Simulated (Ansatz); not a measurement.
Born–Oppenheimer molecular dynamics of CH$_{3}$AlBCl (7 atoms, charge 0, multiplicity 1). It starts at the highest image of a converged band, a first-order saddle point between two minima.

Computed with UKS LDA/def2-SVP in Ansatz 0.2.0.

* ensemble: NVE (velocity Verlet)
* time step: 0.5 fs
* steps asked: 200
* starting velocities drawn for: 300 K
* seed: 11990

Frames 1 fs apart, positions in Å.

Velocities at 80.0 fs (Å/ps):

```
Cl 2.39 1.27 1.35
B 3.09 -4.71 -8.33
C -10.55 -6.62 7.03
Al 0.50 -0.87 -0.30
H -2.03 76.16 4.16
H -4.77 16.88 -24.06
H 2.02 15.07 -14.01
```

```xyz
7
Properties=species:S:1:pos:R:3 time_fs=80.0 energy_less_start_eV=-0.381 T=890
Cl -1.795 -1.772 0.971
B -1.003 -0.289 0.474
C 0.413 0.158 0.562
Al 0.248 0.838 -1.030
H -1.603 -0.097 -1.004
H 0.762 0.658 1.502
H 0.648 1.505 -2.432
7
Properties=species:S:1:pos:R:3 time_fs=81.0 energy_less_start_eV=-0.458 T=1009
Cl -1.793 -1.770 0.972
B -0.999 -0.294 0.465
C 0.402 0.151 0.570
Al 0.248 0.837 -1.031
H -1.599 -0.020 -0.995
H 0.760 0.670 1.478
H 0.649 1.519 -2.446
7
Properties=species:S:1:pos:R:3 time_fs=82.0 energy_less_start_eV=-0.544 T=1141
Cl -1.791 -1.769 0.974
B -0.995 -0.300 0.453
C 0.390 0.146 0.581
Al 0.248 0.836 -1.033
H -1.581 0.059 -0.975
H 0.766 0.674 1.455
H 0.648 1.532 -2.456
7
Properties=species:S:1:pos:R:3 time_fs=83.0 energy_less_start_eV=-0.631 T=1276
Cl -1.789 -1.767 0.975
B -0.991 -0.308 0.440
C 0.378 0.141 0.592
Al 0.248 0.836 -1.035
H -1.553 0.135 -0.945
H 0.779 0.671 1.440
H 0.644 1.542 -2.462
7
Properties=species:S:1:pos:R:3 time_fs=84.0 energy_less_start_eV=-0.716 T=1408
Cl -1.787 -1.765 0.977
B -0.986 -0.316 0.424
C 0.365 0.138 0.605
Al 0.247 0.836 -1.038
H -1.516 0.206 -0.907
H 0.803 0.662 1.435
H 0.638 1.550 -2.464
7
Properties=species:S:1:pos:R:3 time_fs=85.0 energy_less_start_eV=-0.792 T=1524
Cl -1.785 -1.764 0.979
B -0.982 -0.324 0.407
C 0.353 0.135 0.619
Al 0.246 0.836 -1.041
H -1.474 0.270 -0.862
H 0.838 0.648 1.441
H 0.630 1.555 -2.461
7
Properties=species:S:1:pos:R:3 time_fs=86.0 energy_less_start_eV=-0.840 T=1599
Cl -1.784 -1.762 0.980
B -0.977 -0.333 0.389
C 0.341 0.135 0.632
Al 0.245 0.836 -1.045
H -1.430 0.325 -0.813
H 0.880 0.625 1.455
H 0.619 1.557 -2.453
7
Properties=species:S:1:pos:R:3 time_fs=87.0 energy_less_start_eV=-0.856 T=1623
Cl -1.782 -1.760 0.982
B -0.973 -0.343 0.369
C 0.330 0.135 0.647
Al 0.244 0.837 -1.049
H -1.390 0.368 -0.761
H 0.927 0.592 1.473
H 0.606 1.556 -2.443
7
Properties=species:S:1:pos:R:3 time_fs=88.0 energy_less_start_eV=-0.854 T=1622
Cl -1.781 -1.757 0.984
B -0.970 -0.353 0.349
C 0.321 0.139 0.662
Al 0.243 0.837 -1.053
H -1.358 0.400 -0.710
H 0.976 0.546 1.490
H 0.590 1.554 -2.431
7
Properties=species:S:1:pos:R:3 time_fs=89.0 energy_less_start_eV=-0.861 T=1633
Cl -1.781 -1.755 0.985
B -0.966 -0.363 0.328
C 0.314 0.144 0.679
Al 0.241 0.838 -1.056
H -1.339 0.419 -0.662
H 1.021 0.486 1.503
H 0.573 1.552 -2.419
7
Properties=species:S:1:pos:R:3 time_fs=90.0 energy_less_start_eV=-0.893 T=1682
Cl -1.780 -1.753 0.987
B -0.962 -0.374 0.308
C 0.308 0.151 0.696
Al 0.241 0.838 -1.060
H -1.335 0.429 -0.619
H 1.061 0.412 1.511
H 0.555 1.550 -2.410
7
Properties=species:S:1:pos:R:3 time_fs=91.0 energy_less_start_eV=-0.952 T=1774
Cl -1.780 -1.751 0.988
B -0.958 -0.385 0.287
C 0.305 0.161 0.713
Al 0.240 0.838 -1.063
H -1.347 0.431 -0.585
H 1.093 0.326 1.512
H 0.536 1.549 -2.405
```

Of the whole run (100 fs, mean temperature of the second half 1574 K): The conserved energy stayed within 0.23 meV per atom of its start (net change 0.079 meV per atom), so the integration is sound. The kinetic energy rose, since the run started high on the potential surface and went downhill. A run of 0.1 ps of so small a system gives no equilibrium averages. The orbitals stay closed-shell, which can raise the energy where a bond breaks towards radicals; this wasn't checked here.

Run time: 5.1 min on 2 threads of Arm Neoverse N1, with other jobs on the host, peak memory 0.15 GiB.
